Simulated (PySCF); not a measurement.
Electronic structure of Ar(3+) (argon, charge +3) at the PBE0 level

Configuration: [Ne] 3s2 3p3, high-spin 4S determinant. All numbers are calculated (PySCF 2.14, the non-relativistic Hamiltonian (point nucleus), in dyall-av2z).

| Item | Value |
| --- | --- |
| Total energy | -524.2817 hartree |
| One-electron energy | -698.9145 hartree |
| Hartree (Coulomb) energy | 204.1007 hartree |
| Exchange-correlation energy | -29.4679 hartree |
| Kinetic energy | 523.78439 hartree |
| ⟨S²⟩ | 3.7503 |
| ⟨L²⟩ | 0.000 |
| Sum of ⟨r⟩ | 10.02 bohr |
| Sum of ⟨r²⟩ | 12.07 bohr² |
| Density at the nucleus (Gaussians lack the cusp) | 3770 bohr⁻³ |
| Spin density at the nucleus | -0.143 bohr⁻³ |
| Langevin diamagnetic susceptibility | -9.56 ×10⁻⁶ cm³/mol |

```csv
shell,electrons,mean orbital energy (eV),"rms radius, mean of both spins (bohr)"
1s α,1,-3186.7,0.0999
1s β,1,-3185.8,0.0999
2s α,1,-353.32,0.451
2s β,1,-352.47,0.451
2p α,3,-286.24,0.419
2p β,3,-284.89,0.419
3s α,1,-70.481,1.39
3s β,1,-64.057,1.39
3p α,3,-53.714,1.50
```
